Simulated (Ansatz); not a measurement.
`O[Si]([SiH3])(Cl)Cl` + H₂ → `O[SiH]([SiH3])Cl` + HCl at 500 K and 1 bar (hydrogenolysis of the Si–Cl bond).

Gas-phase electronic energies from Ansatz, PBE0-D4/def2-TZVP geometries. CBS: MP2 limit from def2 TZ/QZ plus the TZ coupled-cluster correction, frozen cores. This one scheme is used for every species. Each species was taken in one conformer, which may not be the lowest.

```tsv
species	CCSD(T)/CBS energy (Eh)	H − E (kJ/mol)	S (J/(mol·K))
`O[Si]([SiH3])(Cl)Cl`	-1575.44956	165.8	454.7
H₂	-1.17544	41.0	145.5
`O[SiH]([SiH3])Cl`	-1116.20942	177.1	416.7
HCl	-460.38127	32.5	201.9
```

H − E and S are ideal-gas, rigid-rotor, harmonic terms from PBE0-D4/def2-TZVP, for one conformer and one mirror image of each species. The MP2-based limit puts H₂ 0.8 mEh under its directly extrapolated value; such offsets cancel only in part. 1 Eh = 2625.50 kJ/mol, R = 8.31446 J/(mol·K).

Problem. By hand: ΔE, ΔH, ΔS and ΔG.

Solution. ΔE = (-1116.20942) + (-460.38127) − (-1575.44956) − (-1.17544) = 0.03431 Eh = 90.1 kJ/mol. Δ(H − E) = 177.1 + 32.5 − 165.8 − 41.0 = 2.8, so ΔH = 92.9 kJ/mol. ΔS = 416.7 + 201.9 − 454.7 − 145.5 = 18.4 J/(mol·K). ΔG = 92.9 − 500 × (18.4)/1000 = 83.7 kJ/mol.

Problem. By hand: the equilibrium constant, and the temperature at which ΔG would vanish if ΔH and ΔS stayed fixed.

Solution. log₁₀ K = −ΔG/(RT ln 10) = -8.7. ΔG = 0 at ΔH/ΔS = 5049 K, far beyond where these terms or the molecules hold.

ΔH outweighs TΔS. A doubt of 5 kJ/mol in ΔE shifts log₁₀ K by 0.5 here. Other conformers and mirror images would add mixing entropy, several J/(mol·K) or more a flexible species. These are equilibria of isolated gas molecules and say nothing of rates. Largest T1 diagnostic: 0.012 (customary marks: 0.02 for closed shells, 0.045 for open ones).
